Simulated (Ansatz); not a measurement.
Ansatz (a first-principles code) input (CCSD(T)/aug-cc-pVDZ):

Ansatz 0.2 input:
```yaml
crystal:
  periodic: [false, false, false]
  atoms:
    - {symbol: B, position_ang: [-0.00000000, -0.00000000, -0.61304571]}
    - {symbol: N, position_ang: [0.00000000, 0.00000000, 0.69245456]}
    - {symbol: H, position_ang: [-0.00000000, -0.00000000, -1.78195339]}
basis:
  gaussian:
    orbitals: aug-cc-pVDZ
magnetization: {spin_polarized: true, initial_magnetization: 1}
correlation: {method: ccsd_t, electrons: outside_noble_gas}
output: {forces: true}
```

End of the output:

```
cycle   6  -6.30697329 eV  change   -2.5e-4 eV  update   2.0e-4
cycle   7  -6.30705703 eV  change   -8.4e-5 eV  update   8.8e-5
cycle   8  -6.30708866 eV  change   -3.2e-5 eV  update   4.1e-5
cycle   9  -6.30710053 eV  change   -1.2e-5 eV  update   1.8e-5
cycle  10  -6.30710086 eV  change   -3.3e-7 eV  update   7.6e-6
cycle  11  -6.30710195 eV  change   -1.1e-6 eV  update   3.1e-6
cycle  12  -6.30710240 eV  change   -4.5e-7 eV  update   1.3e-6
cycle  13  -6.30710245 eV  change   -4.6e-8 eV  update   5.7e-7
perturbative correction -0.22770716 eV, -0.0083680839 hartree
the calculation of the forces begins
Total energy: -2173.78180888 eV, -79.8850080342 hartree
Atom 0 at    -0.000000    -0.000000    -0.613046 Å, force     0.000000     0.000000    -1.157465 eV/Å
Atom 1 at     0.000000     0.000000     0.692455 Å, force     0.000000    -0.000000     1.568658 eV/Å
Atom 2 at    -0.000000    -0.000000    -1.781953 Å, force    -0.000000    -0.000000    -0.411193 eV/Å
Dipole moment:     0.000000    -0.000000    -0.564116 e Å
```

It need not be the lowest isomer of its formula.
